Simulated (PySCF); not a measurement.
## Electric field gradients and quadrupole coupling constants

Species: B(H2O)F3.
Geometry (PBE0-D3(BJ)/def2-SVP, Å), atoms numbered from 1 in this order:
```xyz
7
BF3H2O angstrom
B      0.1815   -0.0787   -0.7183
O      0.0056   -0.1267    1.0273
H     -0.9117   -0.3658    1.2223
H      0.1404    0.7648    1.3788
F      1.5139   -0.0334   -0.8558
F     -0.4825    1.0633   -1.0113
F     -0.4472   -1.2236   -1.0430
```

Field gradients from the PBE0/pcSseg-1 density (PySCF, non-relativistic), principal values in atomic units, ordered |Vxx| ≤ |Vyy| ≤ |Vzz|:

```tsv
atom	Vxx	Vyy	Vzz
B1	-0.1055	-0.1210	0.2265
O2	0.2609	1.3795	-1.6404
```

Find the asymmetry η = (Vxx − Vyy)/Vzz and the couplings χ = eQV/h (234.96 MHz × Q in barn × V in au), with Q(11B) = 0.04059 b, Q(17O) = −0.0256 b.

```
atom                 environment  nucleus     η  χzz (MHz)  χxx (MHz)  χyy (MHz)
  B1   boron bonded to 3 F and O      11B  0.07      2.160     -1.006     -1.154
  O2  oxygen bonded to B and 2 H      17O  0.68       9.87      -1.57      -8.30
```

The tensor is traceless: Vxx + Vyy + Vzz = 0.

What is Vzz at O2 in SI units (1 au = 9.71736 × 10²¹ V/m²)?

-1.6404 au = -15.940 × 10²¹ V/m².

And the gradient at the other heavy atoms, for which no coupling is worked out here?

| atom | environment | Vzz (au) | η |
| --- | --- | --- | --- |
| F5 | fluorine bonded to B | 1.594 | 0.22 |
| F6 | fluorine bonded to B | 1.585 | 0.21 |
| F7 | fluorine bonded to B | 1.590 | 0.23 |

What couplings would deuterons (Q(2H) = 0.00286 b) have in place of the hydrogens, at this geometry?

```csv
atom,bonded to,bond length (Å),Vzz (au),η,χzz (kHz)
H3,O2,0.968,0.4381,0.12,294
H4,O2,0.968,0.4383,0.13,295
```

Isolated species at its PBE0-D3(BJ)/def2-SVP geometry, gas phase. The basis is small and wasn't made for field gradients, so the couplings can be 20 % off.
